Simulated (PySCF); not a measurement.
## Magnetisability: `C=CC[P@@](C)(=N)P`, C₄H₁₁NP₂

Molfile (atoms numbered from 1):
```
C4H11NP2
     RDKit          3D

 18 17  0  0  0  0  0  0  0  0999 V2000
   -2.5037    0.6612    0.0838 C   0  0  0  0  0  0  0  0  0  0  0  0
   -1.5864    0.0485   -0.6444 C   0  0  0  0  0  0  0  0  0  0  0  0
   -0.7589   -1.0880   -0.1732 C   0  0  0  0  0  0  0  0  0  0  0  0
    1.0101   -0.5749    0.1732 P   0  0  1  0  0  5  0  0  0  0  0  0
    0.8511    0.5844    1.5721 C   0  0  0  0  0  0  0  0  0  0  0  0
    2.0172   -1.6706    0.6392 N   0  0  0  0  0  0  0  0  0  0  0  0
    1.4866    0.5940   -1.6517 P   0  0  0  0  0  0  0  0  0  0  0  0
   -2.7393    0.3396    1.0857 H   0  0  0  0  0  0  0  0  0  0  0  0
   -3.0633    1.5005   -0.2925 H   0  0  0  0  0  0  0  0  0  0  0  0
   -1.3743    0.3863   -1.6538 H   0  0  0  0  0  0  0  0  0  0  0  0
   -1.1357   -1.5232    0.7564 H   0  0  0  0  0  0  0  0  0  0  0  0
   -0.6969   -1.8738   -0.9328 H   0  0  0  0  0  0  0  0  0  0  0  0
    0.0554    1.3059    1.3971 H   0  0  0  0  0  0  0  0  0  0  0  0
    1.8038    1.0912    1.7128 H   0  0  0  0  0  0  0  0  0  0  0  0
    0.6391   -0.0156    2.4539 H   0  0  0  0  0  0  0  0  0  0  0  0
    2.2460   -2.3746   -0.0481 H   0  0  0  0  0  0  0  0  0  0  0  0
    2.7600    0.8341   -1.1460 H   0  0  0  0  0  0  0  0  0  0  0  0
    0.9803    1.7814   -1.1377 H   0  0  0  0  0  0  0  0  0  0  0  0
  1  2  2  0
  2  3  1  0
  3  4  1  0
  4  5  1  0
  4  6  2  0
  4  7  1  6
  1  8  1  0
  1  9  1  0
  2 10  1  0
  3 11  1  0
  3 12  1  0
  5 13  1  0
  5 14  1  0
  5 15  1  0
  6 16  1  0
  7 17  1  0
  7 18  1  0
M  END
```

Theory: GIAO LC-wPBE/ANO-RCC-VDZP magnetisability, rotational g tensor and spin-rotation constants, non-relativistic, gas phase in PySCF. Geometry: GFN2-xTB.

What are the magnetisability and the molar susceptibility?

Isotropic -1454 × 10⁻³⁰ J/T², or -87.6 × 10⁻⁶ cm³/mol; principal values -1532, -1481, -1349 × 10⁻³⁰ J/T², anisotropy 163 × 10⁻³⁰ J/T² (root of half the summed squared differences of the principal values). The susceptibility is in cgs units.

Split it along the inertial axes a, b, c into diamagnetic and paramagnetic parts about the centre of mass, with the quadrupole moment.


```csv
axis,χ (10⁻⁶ cm³/mol),diamagnetic (10⁻⁶ cm³/mol),paramagnetic (10⁻⁶ cm³/mol),summed x² of all electrons (Å²),quadrupole Θ (D Å)
a,-89.8,-684.2,594.5,182.3,-2.32
b,-84.5,-1020.8,936.3,102.9,-4.87
c,-88.4,-1209.9,1121.5,58.4,+7.19
```
Anisotropies 2χaa − χbb − χcc = -6.7 and 2χbb − χaa − χcc = +9.3 × 10⁻⁶ cm³/mol. Θ is traceless in Buckingham's convention.

And the rotational g tensor?


```csv
axis,rotational constant (GHz),g,nuclear part,electronic part
a,2.1446,-0.0155,0.5835,-0.5989
b,1.3601,-0.0123,0.5860,-0.5983
c,1.0919,-0.0114,0.5638,-0.5753
```
Asymmetric top; isotopes 12C, 1H, 14N, 31P; no vibrational averaging.
